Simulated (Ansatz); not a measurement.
Mulliken charges of C₂H₂BFO, SMILES `FB1C=CO1` from ωB97M-V/def2-TZVPP in Ansatz (PBE0-D4/def2-TZVP geometry).

| atom | x (Å) | y (Å) | z (Å) | charge (e) |
| --- | --- | --- | --- | --- |
| F1 | -0.748 | -2.079 | 0.675 | -0.249 |
| B2 | -0.309 | -0.944 | 0.210 | 0.530 |
| C3 | -0.019 | 0.514 | 0.661 | -0.299 |
| C4 | 0.337 | 0.591 | -0.621 | 0.088 |
| O5 | 0.102 | -0.716 | -1.121 | -0.348 |
| H6 | -0.026 | 1.232 | 1.460 | 0.126 |
| H7 | 0.725 | 1.334 | -1.310 | 0.151 |

Problem. By hand: the dipole of these point charges (1 e Å = 4.8032 D).

Solution. Σ q r = (0.129, 0.522, 0.067) e Å, of length 0.542 e Å = 2.60 D.

Problem. How does the dipole of the full density compare? (Best estimate.)

Solution. The calculation gave: (0.094, 0.420, 0.092) e Å, 2.11 D; the point charges give 1.23 times that, at 5° from its direction.

Point charges leave out the atoms' own dipoles, such as those of lone pairs, and Mulliken's split depends on the basis, so the two needn't agree.
